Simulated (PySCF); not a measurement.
Relaxation of triplet TiH2

All numbers come from UPBE0/[Ti def2-TZVP, H def2-TZVP], no relativity, density fitting, PySCF. A (50,194) grid was used.

A start displaced from a saddle point along its imaginary mode, of C2v symmetry, held to at least that symmetry:

```xyz
3
charge 0 multiplicity 3, angstrom
Ti    0.0004    0.0050    0.0000
H    -0.0085   -0.1197    1.8330
H    -0.0085   -0.1197   -1.8330
```

(1) What forces act on the atoms at the start (eV/Å)?

(2) What does it relax to?

(3) How much energy is released, and in how many steps?

Answers

(1) 
```csv
atom,Fx,Fy,Fz
Ti1,0.02,0.33,0.00
H2,-0.01,-0.16,-0.08
H3,-0.01,-0.16,0.08
```

(2) It ends at C2v with Ti–H 1.757 Å (×2); H–Ti–H 122.2°. A frequency run shows a minimum. Other isomers or separated fragments may lie lower.

(3) 39.0 kJ/mol in 9 steps.

With open d or f shells other occupations or spin states may lie lower.
